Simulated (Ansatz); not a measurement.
CH6SSi2 (`[SiH3][SiH]1CS1`), relaxed with RKS PBE0-D4/def2-TZVP in Ansatz 0.2.0 from a PBE-D4/def2-SVP geometry. The force threshold is 0.005 eV/Å; the program also tests the step.

Charge 0, multiplicity 1.

Start:

```xyz
10

Si    1.292    0.438    1.185
Si   -0.750   -0.279    0.307
C    -0.876   -0.462   -1.554
S    -1.664    1.143   -0.999
H     2.086    0.996    0.036
H     2.062   -0.688    1.824
H     1.073    1.514    2.214
H    -1.653   -1.144    1.138
H    -1.594   -1.191   -1.971
H     0.024   -0.327   -2.180
```

By how much does the energy fall, and how many steps does the optimiser take? (Estimate.)

The calculation gave: 4.64 kJ/mol, in 7 steps.

Which bonds change most? (An estimate is asked.)

Computed: Si2–S4 from 2.136 to 2.099 Å; Si2–C3 from 1.874 to 1.850 Å; C3–S4 from 1.872 to 1.851 Å; C3–H9 from 1.105 to 1.086 Å.

Give the relaxed structure. (Estimate.)

Ansatz gave: 
```xyz
10

Si    1.294    0.445    1.179
Si   -0.743   -0.230    0.283
C    -0.872   -0.484   -1.545
S    -1.673    1.107   -1.041
H     2.087    1.063    0.085
H     2.037   -0.716    1.740
H     1.072    1.439    2.262
H    -1.631   -1.057    1.138
H    -1.573   -1.219   -1.928
H     0.003   -0.348   -2.174
```
